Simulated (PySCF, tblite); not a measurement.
Isomers of C4H10O3SSi2, one GFN2-xTB conformer each. Single-point energies are computed at PBE0/pcSseg-1 (PySCF, gas phase, no added dispersion term), electronic only.

Question: Rank them by PBE0/pcSseg-1 energy, lowest first (kcal/mol).
A. `[O:1]=[S:2](=[O:3])([OH:4])[C:5]1=[C:6]([CH2:7][SiH3:8])[CH2:9][SiH2:10]1` with O1–S2–O4–H -124°, O1–S2–C5–C6 -40°, C5–C6–C7–Si8 72°
B. `[CH3:1][S:2](=[O:3])(=[O:4])[C@:5]1([SiH3:6])[CH:7]=[CH:8][O:9][SiH2:10]1` with C1–S2–C5–Si6 161°
C. `[CH3:1][C:2](=[O:3])[C@@H:4]1[CH2:5][Si@H:6]1[S:7][SiH:8]([OH:9])[OH:10]` with C1–C2–C4–C5 -4°, C5–Si6–S7–Si8 88°, Si6–S7–Si8–O9 -94°, S7–Si8–O9–H -50°, S7–Si8–O10–H -74°

Answer: C (0.0), B (118.1), A (149.5).

As drawn, the lowest has a three-membered ring, a C=O bond and an Si–O bond, which the highest lacks; the highest has a four-membered ring, an S=O bond and a C=C bond outside aromatic rings, which the lowest lacks. GFN2-xTB itself gives, in the same order: 0.0, 52.9, 86.9. Both levels put the same isomer lowest; measured from each level's own lowest isomer, the values differ by up to 65.2 kcal/mol (CS(=O)(=O)[C@]1([SiH3])C=CO[SiH2]1: 52.9 against 118.1).

Question: Which frontier levels, dipoles and rotational constants go with these structures?

Answer: 
```tsv
SMILES	HOMO (eV, PBE0/pcSseg-1)	LUMO (eV)	dipole (D)	A, B, C (MHz)
CC(=O)[C@@H]1C[Si@H]1S[SiH](O)O	-7.00	-1.23	3.67	1228, 678.4, 521.0
CS(=O)(=O)[C@]1([SiH3])C=CO[SiH2]1	-7.10	-0.57	3.63	1207, 849.8, 712.9
O=S(=O)(O)C1=C(C[SiH3])C[SiH2]1	-7.71	-1.31	3.99	977.7, 912.7, 573.7
```

Question: What happens when harmonic zero-point energies from GFN2-xTB frequencies are added?

Answer: 
| SMILES | ZPE (kcal/mol) | electronic (kcal/mol) | with ZPE (kcal/mol) |
| --- | --- | --- | --- |
| CC(=O)[C@@H]1C[Si@H]1S[SiH](O)O | 85.6 | 0.0 | 0.0 |
| CS(=O)(=O)[C@]1([SiH3])C=CO[SiH2]1 | 81.3 | 118.1 | 113.9 |
| O=S(=O)(O)C1=C(C[SiH3])C[SiH2]1 | 81.0 | 149.5 | 144.9 |

The zero-point energies span 4.6 kcal/mol. The order is unchanged.
